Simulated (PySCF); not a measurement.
Identify the unknown among the candidates.

All candidates are C4H4N2O.

| technique | computed result |
| --- | --- |
| Polarisability | 63.8 au [PBE0/def2-SVPD] |
| 13C NMR | chemical shifts (computed TMS as zero) by class: 183.9 (1 C), 163.0 (1 C), 137.2 (1 C), 127.6 (1 C) ppm [GIAO PBE0/pcSseg-1] |
| Triplet | lowest triplet excitation (Tamm–Dancoff): 3.27 eV [TDA PBE0/def2-SVPD] |
| NMR, other nuclei | isotropic shieldings of nuclei other than C and H, by class: -134 (1 N), -5 (1 N), -78 (1 O) ppm [GIAO PBE0/pcSseg-1] |
| Dipole | 2.23 D [PBE0/def2-SVPD] |
| UV, first state | lowest singlet excitation: 5.27 eV (235 nm, f = 0.004) [TDDFT PBE0/def2-SVPD] |
| Rotational structure | rotational constants A, B, C: 8.731, 2.169, 1.738 GHz [GFN2-xTB] |

Electronic properties: PySCF, gas phase, density fitting. Levels stand in brackets. One conformer (not necessarily the lowest) at the GFN2-xTB geometry, without solvent, vibrations or thermal averaging. NMR values are class means; diastereotopic atoms form classes of their own.

Question: Which candidate is it?
A. `C=Cc1ncno1`
B. `Oc1ccnnc1`
C. `O=Cc1cc[nH]n1`

Answer: A. It is `C=Cc1ncno1`. Numbering: `[CH2:1]=[CH:2][c:3]1[n:4][cH:5][n:6][o:7]1`. Its formula, C4H4N2O, gives 4 degrees of unsaturation: 1 ring and 3 π bonds in the structure found (Kekulé form). 4 carbons fall into 4 classes; from least to most shielded: substituted aromatic carbon [C3] (183.9 ppm), aromatic CH next to a ring nitrogen [C5] (163.0 ppm), terminal =CH2 carbon [C1] (137.2 ppm), alkene CH carbon [C2] (127.6 ppm). The other shieldings belong to: -134 ppm, pyridine-type nitrogen [N6]; -5 ppm, pyridine-type nitrogen [N4]; -78 ppm, ring oxygen [O7]. S1 is mainly HOMO−1→LUMO (weight 0.97); the largest Löwdin shares of the orbital it empties are 0.44 on a pyridine-type nitrogen, 0.33 on a pyridine-type nitrogen, 0.08 on the aromatic CH next to a ring nitrogen and 0.06 on the substituted aromatic carbon, of the orbital it fills 0.27 on the terminal =CH2 carbon, 0.17 on the alkene CH carbon, 0.15 on the substituted aromatic carbon and 0.11 on the ring oxygen. The optimised geometry has point group Cs and is an asymmetric top.

The others, at the same levels:
- `Oc1ccnnc1` fails: its computed 13C shifts are 160.8 (1 C), 154.8 (1 C), 144.6 (1 C), 115.0 (1 C) ppm, lowest singlet excitation is 3.63 eV (341 nm, f = 0.003) (against 5.27 eV) and lowest triplet excitation (Tamm–Dancoff) is 2.86 eV (against 3.27 eV).
- `O=Cc1cc[nH]n1` fails: its computed 13C shifts are 191.4 (1 C), 156.9 (1 C), 132.4 (1 C), 112.9 (1 C) ppm and smallest rotational constant is 1.649 GHz (against 1.738 GHz).

Each candidate is one conformer, not necessarily the lowest. The conformers computed, where there is a choice (atom-mapped SMILES and torsion angles):
- `[CH2:1]=[CH:2][c:3]1[n:4][cH:5][n:6][o:7]1`: C1–C2–C3–N4 0°
- `[OH:1][c:2]1[cH:3][cH:4][n:5][n:6][cH:7]1`: H–O1–C2–C3 180°
- `[O:1]=[CH:2][c:3]1[cH:4][cH:5][nH:6][n:7]1`: O1–C2–C3–C4 0°
